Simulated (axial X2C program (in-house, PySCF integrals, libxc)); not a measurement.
Outer orbitals of BeC⁺ at 1.574 Å, PBE0

Computed with an in-house all-electron X2C program for linear molecules (integrals from PySCF). Spin-free means the one-electron spin-free X2C Hamiltonian; two-component (2c) means X2C with spin–orbit coupling and atomic mean-field two-electron Coulomb and Gaunt terms, so the difference of the two also holds small scalar two-electron terms. Basis: C dyall-v3z [7s6p2d1f], Be dyall-cv3z [8s8p3d1f] (cores contracted in-house); Gaussian nuclei, density fitting, unrestricted open shells. Masses: C 12.000 u, Be 9.012 u.

The distance is close to the 2c PBE0 minimum; the highest filled and lowest empty levels are listed.

Spin-free orbitals, state M_S = 3/2, Λ = 0 (beyond evenly filled blocks: σα, π+α, π-α) (Löwdin shares):

```
symmetry  occupied  ε (eV)             atomic character
      σα       yes  -24.82  61% C s, 17% Be p, 14% Be s
      σβ       yes  -20.90  52% C s, 19% Be p, 17% Be s
      σα       yes  -16.26    77% C p, 11% Be s, 7% C s
     π-α       yes  -14.73   72% C p, 21% Be p, 5% Be d
     π+α       yes  -14.73   72% C p, 21% Be p, 5% Be d
      σα        no  -10.56   46% Be s, 42% Be p, 8% C p
      σβ        no  -10.08  40% Be s, 29% C p, 22% Be p
     π-β        no   -9.24   51% C p, 44% Be p, 2% Be d
     π+β        no   -9.24   51% C p, 44% Be p, 2% Be d
```

Spinors with spin–orbit coupling (state Ω = 3/2):

```csv
ω,occupied,ε (eV),atomic character,λ mixture
1/2,yes,-24.82,"61% C s, 17% Be p, 14% Be s",100% σ
-1/2,yes,-20.90,"52% C s, 19% Be p, 17% Be s",100% σ
1/2,yes,-16.26,"77% C p, 11% Be s, 7% C s",100% σ
-1/2,yes,-14.73,"72% C p, 21% Be p, 5% Be d",100% π
3/2,yes,-14.73,"72% C p, 21% Be p, 5% Be d",100% π
1/2,no,-10.56,"46% Be s, 42% Be p, 8% C p",100% σ
-1/2,no,-10.08,"40% Be s, 29% C p, 22% Be p",100% σ
1/2,no,-9.24,"51% C p, 44% Be p, 2% Be d",100% π
-3/2,no,-9.24,"51% C p, 45% Be p, 2% Be d",100% π
```

Mulliken charges and populations of the two-component result (they depend on the basis, above all on diffuse functions):

C 0.05 e (s 3.61 p 2.33 d 0.01), Be 0.95 e (s 2.39 p 0.60 d 0.06 f 0.01). ⟨Lz⟩ = 0.00 ħ and ⟨Sz⟩ = 1.50 ħ (1.20 and 0.30 on the two atoms), which add up to Ω.

One determinant describes the state; a PBE0 search over occupations chose it and may have missed a lower one. Density functionals use the spin component along the axis (collinear). With several unpaired electrons one determinant need not be a pure state. This is the top spin component of a Σ state; components of lower Ω are not single determinants and can lie lower.
